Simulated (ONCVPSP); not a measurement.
Which change was made? (Cl, ONCV)

- Element: Cl
- Generator: ONCVPSP 4.0.1
- Type: optimised norm-conserving Vanderbilt (ONCV)
- Functional: PBE
- Relativity: scalar-relativistic
- Frozen core: [Ne]
- Valence charge: 7
- Reference configuration: 3s2 3p5
- Partial waves: 3s: rc 1.45 bohr, ncon 5, nbas 9, qcut 4.5 1/bohr, 2 projectors, debl 2.5 Ha; 3p: rc 1.10 bohr, ncon 4, nbas 8, qcut 8.9 1/bohr, 2 projectors, debl 2.6 Ha; d scattering state at 0.02 Ha: rc 1.55 bohr, ncon 4, nbas 8, qcut 6.8 1/bohr, 2 projectors, debl 2.9 Ha
- Local potential: polynomial inside 0.80 bohr (lpopt 5, dvloc0 1 Ha)
- Core correction: none

Cutoffs, loose and tight: the cutoffs (Ha) at which the residual kinetic energy of the hardest occupied pseudo-wave falls to 1 and 0.1 mHa per electron. They do not see the model core or the augmentation charge, which bear on the density cutoff. Test errors are all-electron minus pseudo excitation energies from the reference, over the configurations 3s2 3p4; 3s2 3p3; 3s2 3p2; 3s2 3p1; variants that change the core or the reference have their own tests.

The base gives: outcome: generated; cutoff, loose: 54 Ha; cutoff, tight: 100 Ha; bound ghosts: p; GHOST(+) flags above zero: s; largest test error (meV): +112.

Q: After one change the result is: outcome: generated; cutoff, loose: 55 Ha; cutoff, tight: 100 Ha; bound ghosts: p; GHOST(+) flags above zero: s; largest test error (meV): +249. Which change was it?
A. reference 3s2 3p4.75
B. all radii scaled by about 1.03 (s 1.50, p 1.14, d 1.60 bohr); local potential polynomial inside 0.82 bohr (lpopt 5, dvloc0 1 Ha)
C. functional LDA (Perdew-Wang 92)

A: C. The others give: reference 3s2 3p4.75 → outcome: generated; cutoff, loose: 54 Ha; cutoff, tight: 101 Ha; bound ghosts: p; GHOST(+) flags above zero: s; largest test error (meV): +3.6 | all radii scaled by about 1.03 (s 1.50, p 1.14, d 1.60 bohr); local potential polynomial inside 0.82 bohr (lpopt 5, dvloc0 1 Ha) → outcome: generated; cutoff, loose: 50 Ha; cutoff, tight: 93 Ha; bound ghosts: none; GHOST(+) flags above zero: s; largest test error (meV): +139.
